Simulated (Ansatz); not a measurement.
Cost and result for the atomization energy of `[F][SnH][SeH]` radical (5 atoms, 4 bonds).

Cartesian coordinates in Å:
```
F -1.480 -0.580 1.052
Sn 0.418 -0.501 0.686
Se 0.593 0.632 -1.584
H 1.042 0.576 1.902
H -0.573 -0.127 -2.056
```

Total charge 0; spin multiplicity 2. Correlated methods include outer-core shells of Se, Sn, which these sets cover unevenly. Scalar relativity is left out up to krypton. Sn: def2 effective core potential. Geometry: relaxed with PBE0-D4/def2-TZVP. It is one conformer, not always the lowest. Program: Ansatz. Hardware: A = 2 threads of an AMD EPYC 7R13 on a shared host; B = 2 threads of an AMD EPYC 7R13 on a shared host and a share of an NVIDIA H100 80 GB. Times are those of one run each, without the atoms' runs, and a repeat can differ threefold. Electronic energies, without spin–orbit coupling; frozen cores. CCSD(T)/CBS adds CCSD(T) − MP2 in def2-TZVPP to the MP2 limit, and its time is that of the two runs behind it. T1 = 0.016; ⟨S²⟩ of the reference is 0.77. With those shells the extrapolation isn't a true limit. B3LYP takes the VWN-RPA correlation (the form of Gaussian; ORCA's B3LYP/G).

CCSD(T)/CBS is a level of theory with its own doubt, some kJ/mol a heavy atom from the limit and from the frozen cores, so smaller differences don't rank the functionals.

```csv
level,functions,wall time,atomization (kcal/mol),difference from CCSD(T)/CBS,per bond
LDA (SPW92)/def2-TZVPP [A],157,1.6 s,352.1,52.9,13.2
revPBE-D4/def2-TZVPP [A],157,3 s,292.5,-6.7,-1.7
PBE-D4/def2-TZVPP (with forces) [A],157,3.5 s,303.0,3.8,0.9
PBE0-D4/def2-TZVPP [A],157,4 s,291.4,-7.8,-2.0
BHLYP-D4/def2-TZVPP [A],157,4.4 s,280.4,-18.8,-4.7
B3LYP-D4/def2-TZVPP (with forces) [A],157,4.6 s,294.4,-4.8,-1.2
r2SCANh-D4/def2-TZVPP [A],157,7.5 s,294.9,-4.3,-1.1
ωB97X-V/def2-TZVPP [A],157,11 s,297.7,-1.5,-0.4
CCSD(T)/def2-SVP [A],82,13 s,263.8,-35.4,-8.9
CCSD(T)/def2-TZVPP [B],157,14 s,285.2,-14.0,-3.5
ωB97M-V/def2-TZVPP (with forces) [A],157,14 s,292.2,-7.0,-1.7
CCSD(T)/def2-QZVPP [B],288,43 s,294.8,-4.4,-1.1
CCSD(T)/CBS(def2),–,56 s,299.2,0.0,0.0
```

From PBE to PBE0 (25 % exact exchange), in def2-TZVPP and without D4, the atomization energy moves by −11.2 kcal/mol: exact exchange takes away binding that semilocal exchange gives to molecules. In def2-TZVPP, CCSD(T) changes the Hartree–Fock value by +94.2 kcal/mol (the triples alone add +7.1 kcal/mol) and MP2 by +95.6 kcal/mol; breaking electron pairs costs correlation energy, which Hartree–Fock lacks. The D4 term adds +4.2 kcal/mol with B3LYP and +2.2 kcal/mol with PBE0; it sums over pairs of atoms, weighted by their polarisabilities, and B3LYP, whose exchange is more repulsive, gets the larger term.

Spin–orbit coupling would lower the free Sn atoms strongly, and the atomization energy with them, by more than many differences here. For some Ge, Se and Sn compounds the MP2-based and the directly extrapolated limit differ by 10 to 25 kJ/mol.
